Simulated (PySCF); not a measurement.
stibine (H3Sb), SMILES [SbH3]. Atoms are numbered in the order given.

```xyz
4

Sb     0.0000     0.0000     0.0536
H      1.2265    -0.7081    -0.9115
H     -1.2265    -0.7081    -0.9115
H      0.0000     1.4163    -0.9115
```

Geometry optimised at B3LYP-D3(BJ)/def2-TZVPD. The def2 effective core potentials stand for the cores of Sb; spin–orbit coupling is left out.

The numbers are results of PySCF with CAM-B3LYP/def2-TZVPD, not measurements.

Mulliken values depend strongly on the basis, most of all with diffuse functions as here. ESP charges are fitted to the potential on shells at 1.4 to 2.0 van der Waals radii. Atomic charges (e):

| atom | ESP fit | Mulliken |
|---|---|---|
| Sb1 | (withheld) | 0.09 |
| H2 | (withheld) | -0.03 |
| H3 | (withheld) | -0.03 |
| H4 | (withheld) | -0.03 |

### Question
Some entries are withheld; supply them. (An estimate is asked for; the answer gives what the named calculation found.)

### Answer

- Sb1, ESP fit: 0.07
- H2, ESP fit: -0.02
- H3, ESP fit: -0.02
- H4, ESP fit: -0.02
